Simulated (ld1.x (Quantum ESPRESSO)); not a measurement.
## Varying the TM potential for tin

Base potential:

Sn (Z = 50), norm-conserving Troullier–Martins (Kleinman–Bylander form), made with ld1.x (Quantum ESPRESSO) 7.5 (PBE, scalar-relativistic). Core [Kr] 4d10, reference 5s2 5p1 (charge +1). Waves: 5s (bound): rc 1.95 bohr; 5d channel at 0.05 Ry: rc 1.70 bohr; 5p (bound): rc 1.80 bohr. Local part: the p channel. Core correction: a·sin(br)/r model core inside 1.30 bohr.

All-electron outer shells of the reference configuration (PBE, scalar-relativistic, ld1.x):

```tsv
shell	level (eV)	outermost node (bohr)	outermost maximum (bohr)
5s	-17.81	0.98	1.99
5p	-10.25	1.08	2.43
```

Cutoffs, loose and tight: the cutoffs (Ry, on a coarse ladder) from which the occupation-weighted sum of valence levels, in a spherical-Bessel basis at the reference potential, stays within 10 and 1 mRy of its value at 400 Ry. They do not see the model core or the augmentation charge, which bear on the density cutoff. Test errors are all-electron minus pseudo excitation energies from the reference, over the configurations 5s2 5p2; 5s2 5p0; 5s1 5p0; 5s1 5p3; 5s1 5p2; 5s2 5p2.3; 5s2 5p1.5. A dash means not determined; rows that change the core or the reference have their own tests.

A true bound ghost makes a file unfit for plane-wave use even where its test errors are small: the radial tests pick states by their node count and pass the ghost by.

| change | outcome | cutoff, loose | cutoff, tight | bound ghosts | largest test error (meV) |
| --- | --- | --- | --- | --- | --- |
| base | generated | 30 Ry | 45 Ry | s, d | -265 |
| all radii but the core radius scaled by about 0.93 (s 1.82, p 1.68, d 1.58 bohr) | generated | 40 Ry | 90 Ry | s, d | -264 |
| all radii but the core radius scaled by about 1.07 (s 2.08, p 1.92, d 1.82 bohr) | generated | 21 Ry | 40 Ry | s, d | -308 |
| all radii but the core radius scaled by about 1.14 (s 2.24, p 2.06, d 1.94 bohr) | generated | 18 Ry | 30 Ry | d | -205 |
| all radii but the core radius scaled by about 1.31 (s 2.56, p 2.36, d 2.24 bohr) | generated | 15 Ry | 25 Ry | d | -249 |
| all radii but the core radius scaled by about 1.40 (s 2.74, p 2.52, d 2.38 bohr) | generated | 12 Ry | 21 Ry | d | -263 |

(1) What comes out with this change to the base: all radii but the core radius scaled by about 0.78 (s 1.52, p 1.40, d 1.32 bohr)?

(2) What comes out with this change to the base: all radii but the core radius scaled by about 1.23 (s 2.40, p 2.22, d 2.10 bohr)?

(3) What comes out with this change to the base: all radii but the core radius scaled by about 0.84 (s 1.64, p 1.52, d 1.44 bohr)?

Answers

(1) outcome: generated; cutoff, loose: 100 Ry; cutoff, tight: 230 Ry; bound ghosts: s, p (extra level of the local part); largest test error (meV): -286.

(2) outcome: generated; cutoff, loose: 18 Ry; cutoff, tight: 30 Ry; bound ghosts: d; largest test error (meV): -239.

(3) outcome: generated; cutoff, loose: 100 Ry; cutoff, tight: 140 Ry; bound ghosts: s; largest test error (meV): -273.

Reading the sweep of the scale of all radii but the core radius (base = 1) (base included, trends over the rows without a ghost): Bound ghosts are found at 0.78, 0.84, 0.93, 1, 1.07, 1.14, 1.23, 1.31, 1.4. Every judged row has one, so this setting neither creates nor removes them.
